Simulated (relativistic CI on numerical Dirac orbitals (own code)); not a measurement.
**Calculated levels, Ga²²⁺**

These numbers are calculated, not measured: Dirac-Coulomb-Breit CI, separate exchange-only KLI orbitals for each configuration, a model potential for QED, unscaled Slater integrals (own radial code, finite nucleus).

CI space (outside the closed core 1s2): 2s²2p⁵, 2s2p⁶, 2p⁶3s, 2p⁶3p, 2p⁶3d, 2s²2p⁴3s, 2s²2p⁴3p, 2s²2p⁴3d, 2s2p⁵3s, 2s2p⁵3p, 2s2p⁵3d, 2s²2p⁴4s, 2s²2p⁴4p, 2s²2p⁴4d, 2s²2p⁴4f, 2s2p⁵4s. Levels of other configurations are missing.

The lowest level is 2s²2p⁵ ²P°3/2, with 100 % of that term; Hund's rules for 2s²2p⁵ give ²P° with J = 3/2, in agreement.

```csv
No.,Configuration,Term,J,E (eV),%,Next component (%),Lifetime (s),jj configuration (%)
1,2s²2p⁵,²P°,3/2,0.00,100,,,2p3/2^3 (100)
2,2s²2p⁵,²P°,1/2,28.29,100,,4.71e-06,2p1/2 2p3/2^4 (100)
3,2s2p⁶,²S,1/2,179.18,100,,5.62e-12,2s (100)
4,2s²2p⁴3s,⁴P,5/2,1198.69,85,14 ²D,2.83e-12,2p3/2^2 3s (95)
5,2s²2p⁴3s,²P,3/2,1203.03,61,21 ⁴P,2.24e-13,2p3/2^2 3s (96)
6,2s²2p⁴3s,⁴P,1/2,1214.61,55,35 ²S,6.82e-13,2p3/2^2 3s (87)
7,2s²2p⁴3s,⁴P,3/2,1225.28,78,21 ²P,6.80e-13,2p1/2 2p3/2^3 3s (98)
8,2s²2p⁴3s,²P,1/2,1228.74,75,23 ⁴P,1.94e-13,2p1/2 2p3/2^3 3s (96)
9,2s²2p⁴3s,²D,5/2,1237.32,85,14 ⁴P,4.27e-13,2p1/2 2p3/2^3 3s (95)
10,2s²2p⁴3p,⁴P°,3/2,1238.06,49,21 ²P°,1.06e-10,2p3/2^2 3p1/2 (92)
11,2s²2p⁴3s,²D,3/2,1238.35,80,18 ²P,3.08e-13,2p1/2 2p3/2^3 3s (97)
12,2s²2p⁴3p,⁴P°,5/2,1239.47,42,32 ⁴D°,1.40e-10,2p3/2^2 3p1/2 (80)
13,2s²2p⁴3p,²P°,1/2,1245.45,56,25 ⁴P°,8.67e-11,2p3/2^2 3p3/2 (84)
14,2s²2p⁴3p,²D°,5/2,1246.04,56,30 ⁴P°,9.13e-11,2p3/2^2 3p3/2 (80)
15,2s²2p⁴3p,⁴D°,7/2,1246.58,84,16 ²F°,1.01e-10,2p3/2^2 3p3/2 (96)
16,2s²2p⁴3p,⁴D°,1/2,1255.30,47,33 ²P°,4.29e-11,2p3/2^2 3p1/2 (77)
17,2s²2p⁴3p,²D°,3/2,1258.12,34,32 ⁴S°,3.76e-11,2p3/2^2 3p3/2 (77)
18,2s²2p⁴3p,⁴D°,3/2,1262.10,53,28 ²P°,6.30e-11,2p3/2^2 3p3/2 (69)
19,2s²2p⁴3p,⁴P°,1/2,1263.42,62,17 ²S°,1.66e-10,2p1/2 2p3/2^3 3p1/2 (86)
20,2s²2p⁴3p,²P°,3/2,1268.31,52,17 ⁴P°,5.40e-11,2p1/2 2p3/2^3 3p1/2 (72)
21,2s²2p⁴3s,²S,1/2,1271.28,61,22 ⁴P,3.58e-13,2p3/2^4 3s (90)
22,2s²2p⁴3p,⁴D°,5/2,1271.76,58,21 ²D°,1.00e-10,2p1/2 2p3/2^3 3p3/2 (98)
23,2s²2p⁴3p,²S°,1/2,1274.54,38,31 ²P°,9.29e-11,2p1/2 2p3/2^3 3p3/2 (88)
24,2s²2p⁴3p,²D°,3/2,1275.27,57,30 ⁴S°,6.82e-11,2p1/2 2p3/2^3 3p3/2 (92)
25,2s²2p⁴3p,²F°,5/2,1276.98,70,23 ²D°,1.22e-10,2p1/2 2p3/2^3 3p1/2 (95)
26,2s²2p⁴3p,²F°,7/2,1283.48,84,16 ⁴D°,8.45e-11,2p1/2 2p3/2^3 3p3/2 (96)
27,2s²2p⁴3p,²D°,3/2,1284.74,63,28 ²P°,2.79e-11,2p1/2 2p3/2^3 3p3/2 (85)
28,2s²2p⁴3p,²D°,5/2,1287.55,82,11 ²F°,6.95e-11,2p1/2 2p3/2^3 3p3/2 (93)
29,2s²2p⁴3p,²P°,3/2,1291.78,80,13 ²D°,9.20e-12,2p1/2 2p3/2^3 3p1/2 (80)
30,2s²2p⁴3d,⁴D,5/2,1294.88,64,11 ²D,6.49e-11,2p3/2^2 3d3/2 (75)
```

Energies count from the lowest computed level; ° marks odd parity; lifetimes are radiative, by E1, M1, E2, M2 decay to levels of this space only. Filled j subshells are mostly left out of the jj labels.

The mean weight of the leading LS term, summed over parents, in these 30 levels is 67 %, and that of the leading jj configuration (from the same eigenvectors) 89 %, so jj coupling describes them better and the LS labels are nominal.

At this charge energies of transitions that change n are usually good to better than 1 %, and those within a shell (Δn = 0) to a few per cent.

LS names give the leading component of a level, which can be under half, so a name can repeat, a term be missing and a line seem to break the LS rules.
